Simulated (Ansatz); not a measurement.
Compare A (`OC(O)(O)[SiH2]F`) with its isomer B (`O[SiH2]OC(O)F`).

Gas-phase electronic energies from Ansatz, PBE0-D4/def2-TZVP geometries. CBS: MP2 limit from def2 TZ/QZ plus the TZ coupled-cluster correction, frozen cores. DFT in def2-TZVPP. B3LYP here is the variant with VWN-RPA as its local correlation; programs differ in this. Each species was taken in one conformer, which may not be the lowest.

(1) Which isomer does CCSD(T)/CBS put lower? Give the gap. (An estimate is asked.)

(2) Give E(B) − E(A) in kcal/mol with CCSD/def2-TZVPP, CCSD(T)/def2-TZVPP, ωB97M-V, MP2/def2-TZVPP, B3LYP, HF/def2-TZVPP, B3LYP-D4. (Estimate.)

Largest T1 diagnostic: 0.012.

Answers

(1) Ansatz gave: B, by 23.9 kcal/mol.

(2) Computed: CCSD/def2-TZVPP -25.5, CCSD(T)/def2-TZVPP -24.8, ωB97M-V -24.6, MP2/def2-TZVPP -25.2, B3LYP -24.9, HF/def2-TZVPP -30.3, B3LYP-D4 -24.5. None reverses the order clearly.

From PBE to PBE0 (25 % exact exchange), in def2-TZVPP and without D4, E(B) − E(A) moves by −1.9 kcal/mol. In def2-TZVPP, CCSD(T) changes the Hartree–Fock value by +5.4 kcal/mol (the triples alone add +0.6 kcal/mol) and MP2 by +5.1 kcal/mol.
